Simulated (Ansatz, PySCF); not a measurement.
Reaction R1 → P1, each structure at its B3LYP-D3(BJ)/def2-TZVP stationary point, reached from a drawn start; harmonic modes at that level show minima.
R1, H2OSi (SMILES O=[SiH2]) (charge 0, multiplicity 1, Z-matrix in Å and degrees):
```
Si
O 1 1.5195
H 1 1.4808 2 124.04
H 1 1.4808 3 111.91 2 180.00
```
P1, H2OSi (SMILES O[SiH]) (charge 0, multiplicity 1):
```xyz
4

Si    -0.286     0.866    -0.099
O      0.504    -0.588     0.074
H     -1.684     0.249    -0.062
H      1.466    -0.527     0.088
```

P less R. No zero-point or thermal terms.

Frozen-core correlation throughout.

Run with Ansatz (Gaussian orbitals); PySCF for the D3/D4 terms. No computed number here is a measurement.

### Question
Give the reaction energy at the level PBE-D4/def2-TZVPP.

### Answer
-0.2 kcal/mol

### Question
Estimate the reaction energy that CCSD/cc-pV(D+d)Z returns for this input.

### Answer
-3.8 kcal/mol

### Question
What reaction energy does B2PLYP-D3(BJ)/def2-TZVPP give?

### Answer
0.9 kcal/mol

Ansatz is a first-principles code.
